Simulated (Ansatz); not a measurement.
[Cu(PH3)2]+ (CuP2H6⁺), 9 atoms. Hardware: 4 threads of Arm Neoverse V1 on a shared host.

The 6-31G sets use Cartesian d functions. Correlated methods freeze 19 core orbitals.

(1) How many basis functions does each of these Ansatz runs have, and roughly what does it cost? PBE0-D4/def2-TZVP, charge 0 doublet at the geometry of the charge 1 singlet, energy, from earlier orbitals; CCSD(T)/def2-TZVPP, charge 1 singlet, energy, from earlier orbitals; PBE with 35 % exact exchange/def2-TZVP, charge 1 singlet, energy, from earlier orbitals; LDA (SPW92)/def2-TZVP, charge 1 singlet, energy and forces, from earlier orbitals; PBE with 15 % exact exchange/def2-TZVP, charge 1 singlet, energy, from earlier orbitals; CAM-B3LYP-D4/def2-TZVP, charge 1 singlet, energy, from earlier orbitals; PBE-D4/def2-TZVP, charge 1 singlet, energy, from earlier orbitals; PBE-D4/def2-TZVP, charge 0 doublet at the geometry of the charge 1 singlet, energy, from earlier orbitals; MP2/def2-TZVP, charge 1 singlet, energy, from earlier orbitals; PBE with 50 % exact exchange/def2-TZVP, charge 1 singlet, energy, from earlier orbitals; HF/6-31G, charge 1 singlet, energy; PBE-QIDH/def2-TZVP, charge 1 singlet, energy, from earlier orbitals.

Results:

(1) Other jobs shared the machine, so times can vary by a factor of up to 3. A dash marks memory too small to be measured apart from the calling script's.

```json
{"run": "HF/6-31G, charge 1 singlet, energy", "functions": "67", "fitting or Cholesky vectors": "755", "wall time": "0.35 s", "peak host memory (GiB)": "–"}
{"run": "LDA (SPW92)/def2-TZVP, charge 1 singlet, energy and forces, from earlier orbitals", "functions": "155", "fitting or Cholesky vectors": "1257", "wall time": "1.1 s", "peak host memory (GiB)": "–"}
{"run": "PBE-D4/def2-TZVP, charge 1 singlet, energy, from earlier orbitals", "functions": "155", "fitting or Cholesky vectors": "1257", "wall time": "1.1 s", "peak host memory (GiB)": "–"}
{"run": "MP2/def2-TZVP, charge 1 singlet, energy, from earlier orbitals", "functions": "155", "fitting or Cholesky vectors": "1203", "wall time": "1.3 s", "peak host memory (GiB)": "–"}
{"run": "PBE with 15 % exact exchange/def2-TZVP, charge 1 singlet, energy, from earlier orbitals", "functions": "155", "fitting or Cholesky vectors": "1335", "wall time": "1.6 s", "peak host memory (GiB)": "–"}
{"run": "PBE with 50 % exact exchange/def2-TZVP, charge 1 singlet, energy, from earlier orbitals", "functions": "155", "fitting or Cholesky vectors": "1466", "wall time": "1.8 s", "peak host memory (GiB)": "–"}
{"run": "PBE with 35 % exact exchange/def2-TZVP, charge 1 singlet, energy, from earlier orbitals", "functions": "155", "fitting or Cholesky vectors": "1429", "wall time": "1.8 s", "peak host memory (GiB)": "–"}
{"run": "CAM-B3LYP-D4/def2-TZVP, charge 1 singlet, energy, from earlier orbitals", "functions": "155", "fitting or Cholesky vectors": "1370", "wall time": "2 s", "peak host memory (GiB)": "–"}
{"run": "PBE-QIDH/def2-TZVP, charge 1 singlet, energy, from earlier orbitals", "functions": "155", "fitting or Cholesky vectors": "1203", "wall time": "2.9 s", "peak host memory (GiB)": "–"}
{"run": "PBE-D4/def2-TZVP, charge 0 doublet at the geometry of the charge 1 singlet, energy, from earlier orbitals", "functions": "155", "fitting or Cholesky vectors": "1257", "wall time": "7 s", "peak host memory (GiB)": "–"}
{"run": "PBE0-D4/def2-TZVP, charge 0 doublet at the geometry of the charge 1 singlet, energy, from earlier orbitals", "functions": "155", "fitting or Cholesky vectors": "1370", "wall time": "12 s", "peak host memory (GiB)": "0.82"}
{"run": "CCSD(T)/def2-TZVPP, charge 1 singlet, energy, from earlier orbitals", "functions": "232", "fitting or Cholesky vectors": "1387", "wall time": "80 s", "peak host memory (GiB)": "3.4"}
```
